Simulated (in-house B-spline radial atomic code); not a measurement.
# How G0W0 and RPA depend on the start: neutral ytterbium

Configuration [Xe] 4f14 6s2. Computed with a B-spline radial code for spherical atoms: all electrons, scalar-relativistic (spin-free one-electron X2C), finite nucleus, each spin shell either full or empty, empty states to l = 9 with an (l + 1/2)⁻⁴ tail; G0W0 by contour deformation at full frequency.

Without the two-electron picture change, the correlation of inner shells comes somewhat too large for so heavy an element.

| start | mean-field 6s (eV) | G0W0 (eV) | QP weight | RPA correlation (Eh) |
| --- | --- | --- | --- | --- |
| Hartree-Fock | -5.338 | -6.290 | 0.937 | -5.9923 |
| PBE0 | -4.432 | -6.382 | 0.863 | -6.4065 |
| HSE06 | -4.114 | -6.340 | 0.814 | -6.4252 |
| B3LYP (VWN-RPA) | -4.359 | -6.365 | 0.847 | -6.4434 |
| BHandHLYP | -4.844 | ? | ? | ? |
| CAM-B3LYP | -5.333 | -6.387 | 0.918 | -6.3683 |
| LC-wPBE | -6.130 | -6.405 | 0.941 | -6.364 |
| wB97X | -6.146 | -6.387 | 0.941 | -6.3339 |
| r2SCAN0 | -4.490 | ? | ? | ? |

Q: What G0W0 level, weight and RPA correlation energy follow from the r2SCAN0 start?

A: G0W0 level -6.405 eV, weight 0.882, RPA correlation -6.3495 hartree.

Q: What G0W0 level, weight and RPA correlation energy follow from the BHandHLYP start?

A: G0W0 level -6.344 eV, weight 0.901, RPA correlation -6.2575 hartree.

Q: How much of the dependence on the start does G0W0 remove?

A: The mean-field levels span 2.03 eV and the G0W0 levels 0.115 eV. Against 6.254 eV (NIST, measured) the G0W0 removal energies are off by +0.04 to +0.15 eV, with spin-orbit coupling, Breit and QED terms left out.
